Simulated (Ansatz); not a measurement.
Born–Oppenheimer molecular dynamics of BrH$_{3}$SSi (6 atoms, charge 0, multiplicity 1). It starts at the highest image of a converged band, a first-order saddle point between two minima.

Computed with RKS PBE0/def2-SVPD (Ansatz 0.2.0).

```
ensemble                      : NVE (velocity Verlet)
time step                     : 0.5 fs
steps asked                   : 200
starting velocities drawn for : 100 K
seed                          : 7694
```

First frame:

```xyz
6
Properties=species:S:1:pos:R:3
Si -0.726 0.072 0.235
Br 1.788 0.781 -0.557
S -0.333 -1.877 0.070
H 1.391 -0.665 -0.464
H -1.429 0.870 -0.809
H -0.692 0.820 1.523
```

(1) How far do the bonds stretch over the last three quarters of this one trajectory? (Pairs bonded in most of those frames.)

## Answers

(1) 
```
   bond  mean (Å)  spread (Å)  shortest  longest
Si1–Br2     2.820       0.025      2.78     2.87
 Si1–S3     1.988       0.017      1.96     2.02
 Si1–H5     1.492       0.010      1.47     1.51
 Si1–H6     1.491       0.015      1.47     1.51
 Br2–H4     1.465       0.026      1.43     1.52
```

Mean temperature of the second half: 86 K. The conserved energy stayed within 0.021 meV per atom of its start (net change 0.013 meV per atom), so the integration is sound. A run of 0.1 ps of so small a system gives no equilibrium averages. The orbitals stay closed-shell, which can raise the energy where a bond breaks towards radicals; this wasn't checked here.

Time of the run: 12 min on 2 threads of Intel(R) Xeon(R) Platinum 8259CL CPU @ 2.50GHz (Skylake/Cascade Lake), with other jobs on the host, peak memory 0.3 GiB.
